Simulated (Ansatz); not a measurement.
The pair A = N2 (SMILES N#N) (first 2 atoms), B = H2S (SMILES S); geometry from B3LYP-D3(BJ)/def2-TZVP.
(charge 0, multiplicity 1):
```xyz
5

N      0.408    -0.857    -0.594
N      0.187     0.072    -0.067
S     -0.368     0.443     3.662
H     -0.416     1.044     2.463
H      0.958     0.627     3.767
```

Frozen-core correlation.

The values were computed with Ansatz (a program for electronic structure). 

Total energies (hartree), monomers frozen at their geometry in the pair:

| structure | HF/aug-cc-pV(T+d)Z | MP2/aug-cc-pV(D+d)Z | CCSD(T)/aug-cc-pV(T+d)Z |
|---|---|---|---|
| AB | -507.7012198 | -508.1368341 | -508.3251562 |
| A in the pair's basis | -108.9859739 | -109.2768528 | -109.3805850 |
| B in the pair's basis | -398.7158480 | -398.8591478 | -398.9437529 |
| A | -108.9859138 | -109.2765000 | -109.3803760 |
| B | -398.7158320 | -398.8588649 | -398.9436085 |

### Question
Work out the interaction energy without and with the counterpoise correction, and the superposition error, for each level.

### Answer

E(AB) − E(A) − E(B), times 627.509 kcal/mol, with the monomers in their own basis and then in the pair's basis:
- HF/aug-cc-pV(T+d)Z: 0.33 uncorrected, 0.38 corrected; the monomers gain 0.05 kcal/mol from borrowed functions
- MP2/aug-cc-pV(D+d)Z: -0.92 uncorrected, -0.52 corrected; the monomers gain 0.40 kcal/mol from borrowed functions
- CCSD(T)/aug-cc-pV(T+d)Z: -0.74 uncorrected, -0.51 corrected; the monomers gain 0.22 kcal/mol from borrowed functions
